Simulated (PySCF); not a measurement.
**Orbital picture of SrB**

M06 at R = 2.471 Å; Sr def2-SVPD with ECP28, B def2-SVPD; scalar-relativistic core potentials (PySCF 2.14). State: ⁴Σ⁻ (quartet), unpaired electrons σ ↑, π ↑↑. Only the outer orbitals are listed, counted within each symmetry, core potentials removing the inner ones.

| spin | orbital | occ. | ε (eV) | on Sr (%) | main shells (%) |
| --- | --- | --- | --- | --- | --- |
| α | 2σ | 1 | -43.29 | 99 | 99 Sr s |
| α | 1π | 1 | -24.39 | 100 | 100 Sr p |
| α | 1π | 1 | -24.39 | 100 | 100 Sr p |
| α | 3σ | 1 | -24.11 | 99 | 99 Sr p |
| α | 4σ | 1 | -9.36 | 14 | 86 B s |
| α | 5σ | 1 | -3.71 | 64 | 55 Sr s, 32 B p |
| α | 2π | 1 | -3.66 | 33 | 66 B p, 28 Sr d |
| α | 2π | 1 | -3.66 | 33 | 66 B p, 28 Sr d |
| α | 6σ | 0 | -1.58 | 63 | 29 B p, 28 Sr s, 24 Sr p |
| α | 3π | 0 | -1.13 | 99 | 84 Sr p, 15 Sr d |
| α | 3π | 0 | -1.13 | 99 | 84 Sr p, 15 Sr d |
| β | 2σ | 1 | -43.18 | 99 | 99 Sr s |
| β | 1π | 1 | -24.22 | 100 | 100 Sr p |
| β | 1π | 1 | -24.22 | 100 | 100 Sr p |
| β | 3σ | 1 | -23.91 | 99 | 100 Sr p |
| β | 4σ | 1 | -7.25 | 24 | 75 B s, 10 Sr s |
| β | 5σ | 0 | -1.24 | 85 | 70 Sr s, 10 B p, 10 Sr p |
| β | 2π | 0 | -0.78 | 59 | 40 B p, 38 Sr d, 21 Sr p |
| β | 2π | 0 | -0.78 | 59 | 40 B p, 38 Sr d, 21 Sr p |

Question: Which are the highest filled and the lowest empty level, where do they sit, and how wide is the gap?

Answer: Highest filled α 2π at -3.66 eV (in %: 66 B p, 28 Sr d); lowest empty α 6σ at -1.58 eV (in %: 29 B p, 28 Sr s, 24 Sr p); the gap at M06 is 2.08 eV.

| Item | Value |
| --- | --- |
| bond order (Mayer) | 1.77 |
| ⟨S²⟩ | 3.757 |
| charge on Sr (Mulliken, basis-dependent) | 0.35 |
| charge on Sr (Löwdin, basis-dependent) | 0.42 |
| dipole moment (positive dipole means Sr(−)B(+)) | -6.37 D |

Spin–orbit coupling is left out. The state is the lowest determinant that a PBE0 search found; another state may lie lower at other levels.
